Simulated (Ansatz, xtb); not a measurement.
**ClF2H4NSi2: which of two conformers lies lower**

Structure X: `F[SiH](F)N[SiH2]Cl`, a singlet. Structure Y: `F[SiH](F)N[SiH2]Cl`, a singlet. Both are isolated molecules in the gas phase, relaxed with PBE0-D3(BJ)/def2-SVP.

X (Å):

```
atom    x (Å)    y (Å)    z (Å)
  Cl   1.6320   1.4698  -0.3912
   F  -3.7665   0.0760  -0.0763
   F  -2.2075   1.9720   0.6858
   N  -1.0323  -0.2168  -0.2798
  Si  -2.3512   0.3676   0.6389
  Si  -0.0182   0.6855  -1.3648
   H  -2.4182  -0.2036   1.9958
   H  -0.7528  -1.1796  -0.1084
   H  -0.7986   1.8127  -1.9263
   H   0.4940  -0.2402  -2.4074
```

Y (Å):

```yaml
atoms:
  - { symbol: Cl, position_ang: [2.2069, -1.5330, -0.4659] }
  - { symbol: F, position_ang: [-2.2338, 1.5659, 1.4672] }
  - { symbol: F, position_ang: [0.2197, 2.1602, 1.8059] }
  - { symbol: N, position_ang: [-0.3829, -0.3623, 0.9208] }
  - { symbol: Si, position_ang: [-0.7641, 1.3047, 0.8583] }
  - { symbol: Si, position_ang: [0.1441, -1.3837, -0.3775] }
  - { symbol: H, position_ang: [-0.6943, 1.7975, -0.5274] }
  - { symbol: H, position_ang: [-0.3677, -0.7845, 1.8480] }
  - { symbol: H, position_ang: [-0.3206, -0.7755, -1.6493] }
  - { symbol: H, position_ang: [-0.3806, -2.7561, -0.1656] }
```

Estimate which is lower in electronic energy at CCSD(T)/def2-SVP + ΔMP2/def2-TZVPP, and by roughly how much.

Too close to call at this level: CCSD(T)/def2-SVP + ΔMP2/def2-TZVPP gives E(Y) − E(X) = −0.018 eV.

How the difference moves with the method:

```tsv
level	geometry	E(Y) − E(X) (eV)	departure from the last row (eV)	job, with rough time for the two
PBE0-D3(BJ)/def2-SVP	PBE0-D3(BJ)/def2-SVP	−0.007	+0.010	optimisation, 5.1 min
HF/def2-SVP	PBE0-D3(BJ)/def2-SVP	0.000	+0.018	part of the CCSD(T) run
MP2/def2-SVP	PBE0-D3(BJ)/def2-SVP	−0.007	+0.011	part of the CCSD(T) run
CCSD(T)/def2-SVP	PBE0-D3(BJ)/def2-SVP	−0.005	+0.013	single point
CCSD(T)/def2-SVP + ΔMP2/def2-TZVPP	PBE0-D3(BJ)/def2-SVP	−0.018		single point, 54 s
```

The largest departure from CCSD(T)/def2-SVP + ΔMP2/def2-TZVPP is that of HF/def2-SVP, 0.018 eV. Levels run at GFN2-xTB geometries aren't shown. The last row adds to CCSD(T) the change of the MP2 difference between the two basis sets, here −0.013 eV.

With harmonic frequencies from PBE0-D3(BJ)/def2-SVP (ideal gas, rigid rotor, one conformer each, 298.15 K, 1 atm): on the last row, ΔE + ΔZPE = −0.016 eV. A mode under 50 cm⁻¹ makes harmonic enthalpies and free energies unreliable, so none is given.

The correlated steps freeze 18 core orbitals. Codes used: Ansatz 0.2.0; the last row on 2 threads of Arm Neoverse V2 on a shared host.
